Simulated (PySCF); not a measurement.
C₂H₈BClSi, SMILES CB([SiH2]Cl)C.

Geometry: PBE0-D3(BJ)/def2-SVP. The structure was generated by enumeration, and PubChem lists no compound with its InChIKey, so it may never have been made. The values are those of a single conformer.

Level of theory: PBE0-D3(BJ)/def2-SVP run with PySCF.

Frequencies are harmonic and unscaled.

Estimate the vibrational spectrum. (The exact figures need the calculation; the answer reports its results.)


```
mode  ν (cm⁻¹)  IR (km/mol)  Raman (Å⁴/amu)  depolarisation    moving atoms (share of kinetic energy)
----  --------  -----------  --------------  --------------  ----------------------------------------
1           36          0.1             0.2            0.75          C 31 %, H 28 %, Si 23 %, Cl 18 %
2          100          1.6             0.6            0.72          Cl 31 %, C 30 %, H 25 %, Si 11 %
3          117          1.1             0.8            0.74                                    H 91 %
4          149          1.1             0.7            0.75                                    H 91 %
5          235          0.7             2.3            0.51           H 37 %, C 31 %, B 16 %, Cl 13 %
6          260          1.3             1.2            0.51                    H 49 %, B 22 %, C 19 %
7          309          4.8             1.4            0.72           H 34 %, C 28 %, Si 21 %, B 13 %
8          455         26.6             1.3            0.70                   H 73 %, Si 14 %, B 11 %
9          486         14.9            12.0            0.08  Si 28 %, C 26 %, H 22 %, B 14 %, Cl 10 %
10         551         47.3             4.3            0.69                  Si 46 %, Cl 32 %, H 13 %
11         618          0.7             1.0            0.20                            H 76 %, C 16 %
12         692          0.5            17.6            0.75                                    H 94 %
13         818        161.3            11.5            0.63                            H 79 %, C 11 %
14         834          6.5             5.3            0.67                    H 49 %, C 25 %, B 25 %
15         839          5.1             1.3            0.72                    H 62 %, C 22 %, B 16 %
16         850         76.9             2.6            0.59                            H 67 %, C 22 %
17         930         84.7            17.4            0.64                                    H 96 %
18        1103         42.9             4.7            0.54                    B 49 %, H 35 %, C 15 %
19        1150         10.9             2.9            0.74                            B 51 %, H 43 %
20        1293         30.1             6.9            0.52                            H 74 %, C 24 %
21        1316        106.4             3.0            0.75                    H 55 %, C 30 %, B 15 %
22        1397          4.2            15.5            0.75                                    H 96 %
23        1400          2.1            15.1            0.74                                    H 96 %
24        1438          5.7             9.8            0.75                                    H 91 %
25        1444         10.2             7.8            0.73                                    H 91 %
26        2206         88.4           185.7            0.14                                    H 97 %
27        2213         99.4           140.5            0.35                                    H 96 %
28        3011          1.5            96.4            0.07                                    H 96 %
29        3016          0.1           199.2            0.03                                    H 96 %
30        3106         12.6           187.8            0.42                                    H 92 %
31        3108         12.3            22.5            0.74                                    H 92 %
32        3156          7.8            87.2            0.74                            H 90 %, C 10 %
33        3165          4.8            73.1            0.74                            H 90 %, C 10 %
```
